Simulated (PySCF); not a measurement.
Structure revision by computed shifts

A compound C7H5FO2 gives the data below (simulated from a calculation) and was assigned the structure `O=C(O)c1ccccc1F`.

$^{13}$C{$^{1}$H} NMR (computed): δ 170.2 (C), 165.6 (C), 142.8 (CH, 2C), 123.8 (C), 119.8 (CH, 2C).

$^{1}$H NMR (500 MHz, computed): δ 8.37 (m, 2H), 6.98 (d, 2H), 4.75 (br s, 1H).

A single conformation, one averaged value for each set of equivalent atoms, no relativistic terms, no solvent. B97-2/pcSseg-2 with gauge-including orbitals; geometry from PBE0-D3(BJ)/def2-TZVP; PySCF 2.14.

Chemical shifts δ = σref − σ; $^{1}$H, $^{13}$C vs TMS, all at this level.

(1) Compare with the shifts computed for the proposed structure, pairing carbons in order of shift.

(2) Which isomer fits?

Answers

(1) Atom-mapped SMILES (the numbers label the heavy atoms): `[O:1]=[C:2]([OH:3])[c:4]1[cH:5][cH:6][cH:7][cH:8][c:9]1[F:10]`; H(Xn) means a hydrogen on atom n.

```tsv
atom	computed for proposal	given list	difference
C9	173.8	170.2	+3.6
C2	171.5	165.6	+5.9
C5	143.5	142.8	+0.7
C7	142.7	142.8	-0.1
C6	129.1	123.8	+5.3
C8	122.9	119.8	+3.1
C4	122.5	119.8	+2.7
```

The rms difference is 3.7 ppm and the largest +5.9 ppm at C2 (carboxylic acid carbon). The proposal also would give 7 carbon signals, not 5. The carbon types in order of shift don't match either: C, C, CH, CH, CH, CH, C for the proposal against C, C, CH, CH, C, CH, CH in the data. The proposal doesn't fit.

(2) SMILES OC1=CC=C(C(=O)F)C=C1.

1. Carbon types of the structure: 3 × C, 4 × CH, leaving 1 H on heteroatoms.
2. δC 170.2: aromatic carbon bearing oxygen; σ withdrawal by the attached heteroatom moves it downfield of the ring CH carbons.
3. δC 165.6: carbonyl carbon.
4. δC 142.8, 119.8: aromatic CH.
5. δC 123.8: substituted aromatic carbon.

Other isomers checked: O=C(O)c1ccc(F)cc1 (rms 4.4 ppm); O=C(O)c1cccc(F)c1 (rms 6.4 ppm).

The shifts were computed for this structure.

OH and NH positions are those of a molecule without intermolecular hydrogen bonds; in solution they move with solvent, concentration and temperature, and exchange usually removes their couplings. Splittings by $^{19}$F in the carbon and heteronuclear signals aren't shown, as no couplings were computed. Shifts are as computed. Against solution values, carbons near 30 ppm lie about +3 ppm off and those near 130 ppm about +7 ppm. Of 1309 compounds with measured shifts, 239 miss one by over three times the rms of a fit or turn the order of signals round; such compounds aren't used in these exercises. Multiplicities follow the n + 1 count of equivalent neighbours, as no J values were calculated; m marks all less simple cases, F and P coupling included.
